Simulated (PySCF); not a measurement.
**Structure from 2D NMR**

Compound of formula C₂H₁₂OSi₃. Correlations simulated from computed shifts and the bond graph:

HSQC (one-bond C–H):
```tsv
δH	δC
3.85	68.2
1.12	9.1
```

COSY cross peaks (H two or three bonds apart, from the bond graph; peaks can be absent where the dihedral angle is near 90°):
```tsv
δH	δH
3.87	1.12
3.85	1.12
```

HMBC (two and three bonds, from the bond graph):
```tsv
δH	δC
4.88	68.2
3.87	68.2, 9.1
3.85	9.1
1.12	68.2
```

Equivalent nuclei averaged, single conformer, isolated molecule, non-relativistic Hamiltonian. Structure optimised with GFN2-xTB; σ from GIAO-PBE0/pcSseg-1; PySCF 2.14.0 with density-fitted response routines.

Chemical shifts δ = σref − σ; ¹H (31.72 ppm), ¹³C (186.93 ppm) vs TMS, all at this level.

Exchangeable hydrogens are left out of these lists.

Question: Work out the connectivity.

Answer: SMILES [SiH3]OCC([SiH3])[SiH3].

Atom-mapped SMILES (the numbers label the heavy atoms): `[SiH3:1][O:2][CH2:3][CH:4]([SiH3:5])[SiH3:6]` (H(Xn): hydrogen on atom n).

δC 68.2 is C3, an sp3 CH2 bonded to O (δH 3.85). δC 9.1 is C4, an sp3 CH bonded to 2 Si (δH 1.12). COSY links 3.87–1.12, 3.85–1.12.

The shifts were computed for this structure.

Shifts are as computed. Against solution values, carbons near 30 ppm lie about +3 ppm off and those near 130 ppm about +5 ppm. Of 1309 compounds with measured shifts, 239 miss one by over three times the rms of a fit or turn the order of signals round; such compounds aren't used in these exercises.
